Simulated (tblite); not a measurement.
C₇H₆NO (doublet state).
Numbering: `[CH2:1]=[N:2][c:3]1[cH:4][cH:5][cH:6][c:7]([O:8])[cH:9]1` (hydrogens: H10, H11 on C1; H12 on C4; H13 on C5; H14 on C6; H15 on C9)
Bond orders are those of one Lewis drawing.

Computed with GFN2-xTB (tblite), gas phase: L-BFGS steps from a force-field or distance-geometry start until the largest atomic force falls under 0.01 eV/Å.

Step 1: E = -678.3300 eV
```
atom  x, y, z in Å  |  force x, y, z in eV/Å
C1      2.7429    0.0129   -0.5981    2.138  -1.560   1.003
N2      1.8295    0.6941   -1.0507   -2.160   0.779  -0.329
C3      0.5127    0.3707   -0.6394    0.145   0.376  -0.009
C4     -0.2770    1.3696   -0.0280    0.135  -0.239  -0.084
C5     -1.5503    1.0281    0.4333   -0.115   0.616   0.151
C6     -2.0550   -0.2240    0.2774   -0.294  -0.560   0.018
C7     -1.3188   -1.3063   -0.3696    0.388   1.330   0.104
O8     -1.7558   -2.4420   -0.4958   -0.128  -0.462  -0.063
C9     -0.0036   -0.8874   -0.8192    0.060  -0.416  -0.196
H10     2.5941   -0.8243    0.1329    0.106   0.445  -0.410
H11     3.7899    0.1918   -0.8804   -0.571   0.061   0.011
H12     0.1216    2.3644    0.1051   -0.024  -0.061  -0.042
H13    -2.1616    1.7931    0.9209    0.263  -0.244  -0.169
H14    -3.0353   -0.4860    0.6301   -0.244   0.060   0.106
H15     0.5623   -1.6466   -1.3270    0.299  -0.123  -0.091
```

Step 2: E = -678.3969 eV
```
atom  x, y, z in Å  |  force x, y, z in eV/Å
C1      2.7610    0.0000   -0.5901   -0.468   0.152  -0.120
N2      1.8113    0.6977   -1.0509    0.325  -0.566   0.537
C3      0.5135    0.3728   -0.6403   -0.011   0.098   0.038
C4     -0.2766    1.3671   -0.0284   -0.038  -0.078  -0.001
C5     -1.5520    1.0322    0.4343   -0.012   0.192  -0.005
C6     -2.0590   -0.2258    0.2793   -0.067  -0.235  -0.005
C7     -1.3159   -1.2963   -0.3692    0.151   0.533  -0.005
O8     -1.7562   -2.4444   -0.4962    0.116   0.187   0.009
C9     -0.0002   -0.8895   -0.8217   -0.089  -0.285  -0.083
H10     2.5952   -0.8191    0.1282    0.108   0.172  -0.170
H11     3.7836    0.1924   -0.8802   -0.117   0.118  -0.102
H12     0.1216    2.3641    0.1046   -0.031  -0.110  -0.048
H13    -2.1586    1.7903    0.9190    0.132  -0.058  -0.058
H14    -3.0377   -0.4855    0.6311   -0.292   0.021   0.120
H15     0.5655   -1.6481   -1.3280    0.294  -0.142  -0.106
```

Step 3: E = -678.4122 eV
```
atom  x, y, z in Å  |  force x, y, z in eV/Å
C1      2.7587   -0.0008   -0.5899   -0.076  -0.015  -0.019
N2      1.8116    0.6908   -1.0436    0.004  -0.165   0.266
C3      0.5136    0.3746   -0.6399   -0.093  -0.222   0.028
C4     -0.2770    1.3655   -0.0285   -0.063  -0.009   0.016
C5     -1.5525    1.0358    0.4345   -0.027  -0.205  -0.105
C6     -2.0608   -0.2294    0.2797   -0.028   0.188   0.088
C7     -1.3132   -1.2868   -0.3692   -0.024  -0.030  -0.083
O8     -1.7547   -2.4423   -0.4961    0.199   0.439   0.039
C9     -0.0006   -0.8939   -0.8234    0.079   0.035  -0.067
H10     2.5970   -0.8156    0.1248    0.100   0.013  -0.034
H11     3.7806    0.1942   -0.8816   -0.107   0.115  -0.109
H12     0.1211    2.3625    0.1038   -0.024  -0.100  -0.045
H13    -2.1562    1.7889    0.9178    0.037   0.066   0.016
H14    -3.0423   -0.4851    0.6329   -0.207   0.009   0.082
H15     0.5703   -1.6503   -1.3297    0.228  -0.118  -0.071
```

Step 4: E = -678.4239 eV
```
atom  x, y, z in Å  |  force x, y, z in eV/Å
C1      2.7584   -0.0034   -0.5891    0.055  -0.026  -0.004
N2      1.8093    0.6835   -1.0336   -0.105   0.121   0.039
C3      0.5118    0.3717   -0.6395   -0.071  -0.196   0.094
C4     -0.2785    1.3639   -0.0283   -0.034  -0.060  -0.028
C5     -1.5537    1.0345    0.4327   -0.031  -0.087  -0.048
C6     -2.0633   -0.2278    0.2822   -0.117   0.105   0.073
C7     -1.3116   -1.2803   -0.3708    0.002   0.033  -0.060
O8     -1.7499   -2.4328   -0.4954    0.064   0.139   0.007
C9      0.0016   -0.8960   -0.8262    0.094   0.005  -0.099
H10     2.6001   -0.8122    0.1212    0.098  -0.188   0.128
H11     3.7755    0.1975   -0.8844   -0.021   0.121  -0.129
H12     0.1204    2.3596    0.1024   -0.013  -0.072  -0.036
H13    -2.1534    1.7887    0.9170    0.007   0.098   0.033
H14    -3.0494   -0.4846    0.6358   -0.048   0.033   0.024
H15     0.5781   -1.6543   -1.3322    0.120  -0.025   0.005
```

Problem. Estimate the geometry and energy of step 5. (The exact step hangs on the optimiser's Hessian estimate; all steps are aligned on step 4, rigid shifts and turns removed.)

Solution. E = -678.4299 eV, largest force 0.274 eV/Å
```
atom  x, y, z in Å  |  force x, y, z in eV/Å
C1      2.7586   -0.0050   -0.5890    0.051  -0.029   0.024
N2      1.8065    0.6808   -1.0266   -0.087   0.181  -0.031
C3      0.5098    0.3672   -0.6373    0.031  -0.078   0.098
C4     -0.2799    1.3614   -0.0288   -0.039  -0.076  -0.030
C5     -1.5551    1.0335    0.4312   -0.066   0.031   0.018
C6     -2.0674   -0.2261    0.2848   -0.048   0.039  -0.002
C7     -1.3101   -1.2741   -0.3726   -0.032  -0.005  -0.036
O8     -1.7464   -2.4260   -0.4950   -0.003   0.004  -0.010
C9      0.0045   -0.8981   -0.8300    0.017  -0.032  -0.073
H10     2.6039   -0.8137    0.1214    0.110  -0.212   0.134
H11     3.7722    0.2018   -0.8885    0.013   0.114  -0.125
H12     0.1198    2.3566    0.1009   -0.008  -0.067  -0.034
H13    -2.1514    1.7902    0.9169    0.005   0.096   0.026
H14    -3.0543   -0.4836    0.6379   -0.005   0.028   0.007
H15     0.5849   -1.6569   -1.3336    0.061   0.006   0.035
```

The energy changes by -0.0059 eV. The first-order estimate −F·Δx gives -0.0083 eV and the mean of the old and new forces, exact on a quadratic surface, -0.0060 eV. The step makes an angle of 43° with the force vector and moves no atom by more than 0.008 Å.

What follows is the cost of the whole relaxation. Time: 0.27 s. Hardware: one thread of an Arm Neoverse V2, shared host with 96 logical CPUs at a one-minute load of 54.
